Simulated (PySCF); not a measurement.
## Two-component Hartree-Fock for Zr (zirconium, neutral)

Start: [Kr] 4d4; 4d5/2 filled at m_j = -1/2, +1/2, +3/2, +5/2. Calculated with PySCF 2.14 in x2c-TZVPall-2c: generalised Hartree-Fock with the X2C-1e Hamiltonian and a Gaussian nucleus; one run each with spin-orbit coupling (SO) switched off, then screened by Boettger's factors. This is a chosen level, not necessarily the ground level.

```csv
spinor shell,electrons,"ε, spin-free (eV)","ε, screened SO (eV)",weight of nominal j (screened SO),"rms radius, screened SO (bohr)"
1s1/2,2,-18093.5,-18092.7,1.000,0.0426
2s1/2,2,-2574.8,-2574.6,1.000,0.176
2p1/2,2,-2289.5,-2348.7,1.000,0.154
2p3/2,4,-2289.5,-2261.6,1.000,0.158
3s1/2,2,-449.18,-449.15,1.000,0.488
3p1/2,2,-353.53,-363.39,1.000,0.489
3d3/2,4,-196.40,-197.94,0.990,0.493
3d5/2,6,-196.40,-195.37,0.993,0.496
4s1/2,2,-63.401,-63.411,1.000,1.31
4p1/2,2,-36.500,-38.764,0.706,1.50
4p3/2,4,-36.500,-35.429,0.853,1.50
4d5/2,4,-4.756,-4.752,0.688,2.96
```

Question: Where does 3p3/2 lie, and what is the 3p spin-orbit splitting (screened SO)?

Answer: At -348.90 eV, 14.492 eV above 3p1/2.

```tsv
quantity	spin-free	screened SO
E (hartree)	-3595.91656	-3596.26218
M_J	4	4
⟨J²⟩	20.016	20.014
⟨L²⟩	6.011	6.024
⟨S²⟩	6.005	6.009
```

Each row is a mean over spinors that exchange with the open shell spreads, by up to 5.059 eV (4p3/2).

Rows whose weight is well below 1 are mixtures of j = l ± 1/2: exchange outweighs spin-orbit coupling there, and the label is only the starting occupation.

Breit and QED terms are absent; they matter most for the inner s and p1/2 levels.

Densities and radii are taken from the X2C orbitals without a picture-change correction, which distorts them close to the nucleus.

Without spin-orbit coupling the j labels of p, d and f shells carry no meaning; the spin-free column gives the mean over the occupied spinors of each nl shell.
